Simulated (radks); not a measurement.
Spherical quantum dot in the effective-mass picture: electrons in a parabolic well V = omega^2 r^2 / 2 with omega = 0.119, all in effective atomic units (hartree* = m*/eps^2 hartree, bohr* = eps/m* bohr), one dielectric constant everywhere. Calculated with a radial shooting solver with Libxc functionals: non-relativistic Kohn-Sham, PBE, spin-polarised, spherical densities. Levels are named by radial order and angular momentum (1s, 1p, 1d, 2s, ...), and open shells are averaged over m.

N = 3, configuration 1s2 1p(up 1, down 0). This is the lowest configuration that the search found. Occupied and some empty levels:

| level | occupation | eigenvalue (hartree*) | <r> (bohr*) |
|---|---|---|---|
| 1s up | 1 | 0.63603 | 4.311 |
| 1s down | 1 | 0.65037 | 4.099 |
| 1p up | 1 | 0.70576 | 5.157 |
| 1p down | 0 | 0.72720 | 5.118 |
| 1d up | 0 | 0.79178 | 5.850 |
| 1d down | 0 | 0.81437 | 5.896 |
| 2s up | 0 | 0.82785 | 5.234 |
| 2s down | 0 | 0.83398 | 5.279 |
| 1f up | 0 | 0.88766 | 6.484 |
| 1f down | 0 | 0.90870 | 6.560 |

Energy (hartree*): total 1.21628, kinetic 0.22552, external 0.49133, Hartree 0.89089, exchange-correlation -0.39146.

Electron density:

| r (bohr*) | n(r) (e/bohr*^3) |
|---|---|
| 0.434 | 0.005352 |
| 1.16 | 0.005284 |
| 1.88 | 0.005105 |
| 2.61 | 0.004748 |
| 3.33 | 0.004159 |
| 4.06 | 0.003353 |
| 4.79 | 0.002429 |
| 5.51 | 0.001540 |
| 6.24 | 0.0008340 |
| 6.96 | 0.0003886 |
| 7.68 | 0.0001592 |
| 8.41 | 0.00005729 |
| 9.13 | 0.00001795 |
